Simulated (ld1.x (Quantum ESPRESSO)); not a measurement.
Values are calculated unless marked as measured or tabulated.
**Hardness and transferability of assorted potentials**

Generated with ld1.x 7.5 (TM, RRKJ, ultrasoft, PAW), atompaw 4.2 or ONCVPSP 4.0.1. The cutoff is in Ry: for ld1.x and atompaw files where the sum of valence levels is converged to 10 mRy in a Bessel basis, for ONCV files where the hardest occupied wave has 1 mHa per electron of residual kinetic energy. The error is the largest all-electron minus pseudo excitation energy over each file’s own four to seven test configurations (ionisations up to +4, promotions, holes and added fractions of an electron), all of which were solved. The labels leave out finer settings (local radius, basis sizes, second energies), which also bear on the numbers. Spin-polarised tests are not counted. The rows are a selection from randomly drawn settings: files with unsolved tests, undetermined cutoffs or missed reference levels are left out.

A true bound ghost makes a file unfit for plane-wave use even where its test errors are small: the radial tests pick states by their node count and pass the ghost by.

```csv
element,potential,cutoff (Ry),largest error (meV),bound ghosts
Li,"TM, PBEsol, scalar-relativistic, rc 2.54/4.96/3.96 (spd), local d, core correction yes, reference 2s1 2p0",6,-13,none
Sc,"TM semilocal, PBE, scalar-relativistic, rc 3.00/1.00/1.90 (spd), local s, core correction no, reference 3p6 3d1 4s2 4p0",70,+241,none
Cu,"TM, PBE, scalar-relativistic, rc 1.15/0.75/1.00 (spd), local p, core correction no, reference 3s2 3p6 3d10 4s0 4p0",230,+531,none
Se,"ultrasoft, PBE, scalar-relativistic, rc 1.70/1.80/1.75 (spd), local smoothed, core correction no, reference 4s1.5 4p4.5",15,+21,none
Mo,"RRKJ, Wu–Cohen, scalar-relativistic, rc 3.05/1.50/2.30 (spd), local p, core correction no, reference 4p6 4d5 5s0.5 5p0",50,+31,s
Cd,"TM, LDA (PZ), scalar-relativistic, rc 2.15/2.25/1.35 (spd), local d, core correction yes, reference 4d10 5s2 5p0",80,-103,"s, p"
```

Fill in the row for Hg: TM, PBE, fully relativistic, rc 1.90/2.00/1.45 (spd), local s, core correction yes, reference 5d9 6s0 6p0.

cutoff 50 Ry, largest error -168 meV, bound ghosts: none.

Fill in the row for O: PAW, PBE, scalar-relativistic, rc 0.90/1.15 (sp), local smoothed, core correction yes, reference 2s2 2p4.

cutoff 50 Ry, largest error -9.6 meV, bound ghosts: none.
